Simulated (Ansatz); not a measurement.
The same path of BClFH₃O (7 atoms, charge 0, multiplicity 1) was run twice with different band settings. Lost on the way: B1–H2, O5–H7. Made: H2–H7.

Method: Ansatz 0.2.0, RKS BLYP/def2-SVP.

Relaxed end points:

```xyz
7
Properties=species:S:1:pos:R:3
B 0.037 0.020 0.090
H 0.004 0.589 1.165
F 1.165 0.095 -0.650
Cl -1.543 0.100 -0.897
O -0.004 -1.683 0.589
H -0.727 -2.042 0.021
H -0.357 -1.702 1.504
```

```xyz
7
Properties=species:S:1:pos:R:3
B -0.082 -0.294 -1.057
H 0.071 -1.029 3.458
F 1.047 0.364 -1.304
Cl -1.429 -0.166 -2.229
O -0.168 -1.036 0.076
H -1.026 -1.487 0.181
H 0.162 -0.975 2.698
```

Common settings: climbing image yes; spring 5.0 eV/Å²; optimiser quadratic models (default); start path through a guess of the saddle point; force threshold 0.03 eV/Å; iteration limit 60; end points relaxed.

| run | movable images |
| --- | --- |
| 1 | 7 |
| 2 | 2 |

Q: What does each run give, and how far can it be trusted?

A: Run 1: converged after 24 iterations, highest image 1.003 eV above the first end. Neighbouring images differ by up to 1.5 eV, so the band resolves the path poorly. A vibrational analysis at the climbing image gives one clearly imaginary mode, 1320i cm⁻¹: a first-order saddle point.
Run 2: converged after 37 iterations, highest image 1.003 eV above the first end. Neighbouring images differ by up to 1.9 eV, so the band resolves the path poorly. Another band between the same ends (7 images) ends at a top of the same energy, where a vibrational analysis finds 1 clearly imaginary mode. So few images can step over the top or miss a turn of the path.
The orbitals stay closed-shell, which can raise the energy where a bond breaks towards radicals; this wasn't checked here.
